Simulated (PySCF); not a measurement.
## Deuteron quadrupole couplings in `F[C@@H]([SiH3])C[SiH2][SiH2]S[SiH3]`

C2H13FSSi4.
Geometry (GFN2-xTB, Å), atoms numbered from 1 in this order:
```xyz
21
C2H13FSSi4 angstrom
F     -0.9337    1.2372   -1.2769
C     -1.9259    0.8590   -0.3601
Si    -3.6323    1.1532   -1.1980
C     -1.6764   -0.5773    0.0653
Si     0.0786   -0.8409    0.7793
Si     1.6513   -0.2449   -0.8118
S      3.5099   -1.3164   -0.4542
Si     4.2253   -0.5178    1.3862
H     -1.7751    1.5283    0.4956
H     -3.7164    2.5588   -1.5850
H     -3.7069    0.2729   -2.3621
H     -4.6507    0.8107   -0.2047
H     -1.8335   -1.2343   -0.7915
H     -2.4317   -0.8375    0.8060
H      0.1276   -2.2396    1.2310
H      0.1455   -0.0174    2.0031
H      2.0325    1.1677   -0.8041
H      1.3834   -0.6556   -2.1855
H      5.4678   -1.2313    1.6143
H      4.4281    0.9190    1.2355
H      3.2238   -0.7767    2.4170
```

Level: PBE0/pcSseg-1 (PySCF, non-relativistic); Q(2H) = 0.00286 b; rigid geometry, the same for H and D, with no vibrational averaging.

Question: Rank these positions by the coupling χzz of a deuteron there, largest first.
A. H13 (methylene hydrogen)
B. H16 (Si–H hydrogen)
C. H19 (Si–H hydrogen)
D. H11 (Si–H hydrogen)
E. H9 (methine hydrogen)

Answer: A (207 kHz), E (193 kHz), C (115 kHz), D (110 kHz), B (104 kHz).

Tabulate Vzz, the asymmetry η and χzz = 234.96 MHz × Q × Vzz for every hydrogen position.

```tsv
atom	bonded to	bond length (Å)	Vzz (au)	η	χzz (kHz)
H9	C2	1.097	0.2869	0.08	193
H10	Si3	1.460	0.1641	0.01	110
H11	Si3	1.461	0.1635	0.01	110
H12	Si3	1.463	0.1621	0.02	109
H13	C4	1.091	0.3084	0.03	207
H14	C4	1.089	0.3138	0.04	211
H15	Si5	1.471	0.1593	0.01	107
H16	Si5	1.477	0.1553	0.02	104
H17	Si6	1.463	0.1637	0.01	110
H18	Si6	1.459	0.1671	0.01	112
H19	Si8	1.451	0.1708	0.02	115
H20	Si8	1.459	0.1646	0.02	111
H21	Si8	1.460	0.1635	0.03	110
```

Average by the element that carries the hydrogen.

on C: 204 kHz over 3 positions, mean bond length 1.092 Å; on Si: 110 kHz over 10 positions, mean bond length 1.462 Å.

How does χzz go with the bond length over the 10 Si–H bonds?

A straight-line fit has a slope of -3.9 kHz for each 0.01 Å, with a correlation coefficient of -0.98, over lengths from 1.451 to 1.477 Å. The longer bonds have the smaller couplings here.

One conformer (not necessarily the lowest) at the GFN2-xTB geometry, without solvent, vibrations or thermal averaging. GFN2-xTB bond lengths can be off by several hundredths of an ångström, more for odd bonds, and the gradients follow them. The basis is small and wasn't made for field gradients, so the couplings can be 20 % off.
